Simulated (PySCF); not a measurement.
**One molecule, a ladder of functionals, a line**

Molecule: SMILES [SiH2](O)O[SiH2][SiH3], H8O2Si3.

Structure with atom numbers: `[OH:1][SiH2:2][O:3][SiH2:4][SiH3:5]`. Hydrogens are named by the atom that carries them.

GIAO shieldings (ppm, equivalent atoms averaged) in PySCF 2.14.0 with density-fitted response routines on the PBE0-D3(BJ)/def2-SVP geometry, basis pcSseg-1, gas phase, non-relativistic:

```csv
functional,exact exchange (%),σ(O1),σ(O3),σ(Si4),σ(Si2)
BLYP,0,284.4,288.1,350.7,361.0
BP86,0,285.9,293.0,356.7,363.2
PBE,0,285.8,292.7,357.9,363.3
B3LYP,20,291.2,298.4,363.7,373.9
PBE0,25,294.0,304.7,374.2,380.3
mPW1PW91,25,293.7,304.5,372.6,380.0
HF,100,307.9,324.2,420.6,432.8
```

Q: Fit each shielding as a line in the percentage of exact exchange.

A: σ(O1) = 286.4 + 0.23 x (rms 1.3 ppm); σ(O3) = 292.8 + 0.33 x (rms 2.7 ppm); σ(Si4) = 354.9 + 0.66 x (rms 2.9 ppm); σ(Si2) = 362.1 + 0.70 x (rms 1.2 ppm). The functionals also differ in their semilocal parts, which the line can't hold; Hartree–Fock has no correlation at all.

Q: What does the line predict for BHandHLYP (50 %), and what does the run give?

A: σ(O1): 297.9 predicted, 299.0 computed; σ(O3): 309.3 predicted, 309.8 computed; σ(Si4): 387.9 predicted, 383.8 computed; σ(Si2): 397.1 predicted, 394.6 computed ppm.
